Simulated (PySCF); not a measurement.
# Gas-phase XPS of arsenate(V) anion, computed

Arsenate(V) anion, AsO4 (charge -3).
Structure used (PBE0-D3(BJ)/def2-SVP), in Å, numbered top down from 1:
```
atom  x, y, z in Å
O1    -0.1441   -0.4107    1.6627
As2    0.0069   -0.0070   -0.0082
O3    -0.6406    1.5696   -0.2779
O4     1.6729   -0.0297   -0.4578
O5    -0.8613   -1.1569   -0.9577
```

The calculation used delta-SCF UKS SCAN, pcX-2 on the ionised atom, pcseg-1 elsewhere, spin-free X2C (PySCF 2.14.0). These are vertical core ionisation energies against the vacuum level, from separate self-consistent calculations with and without the core hole.

Task: Give the core binding energies atom by atom.

Result: 
```tsv
atom(s)	environment	level	binding energy (eV)	count
O1/O3/O4/O5	oxygen bonded to As	O 1s	518.62	4
```

Task: Which photon wavelength matches the O 1s of O1/O3/O4/O5 threshold?

Result: λ = hc/E = 12398.42 eV Å / 518.62 eV = 23.907 Å.

The first atom of each set that the bonding makes equivalent was ionised and stands for the set. No level of arsenic is listed. The species carries charge -3, so core ionisation leaves charge -2. The basis sets have no added diffuse functions. Whether so highly charged an anion holds all its electrons in the gas phase wasn't checked; a finite basis holds them in any case. No counter-ion or solvent screens the charge of this multiply charged ion. The geometry's basis has no diffuse functions, a weakness for an anion.
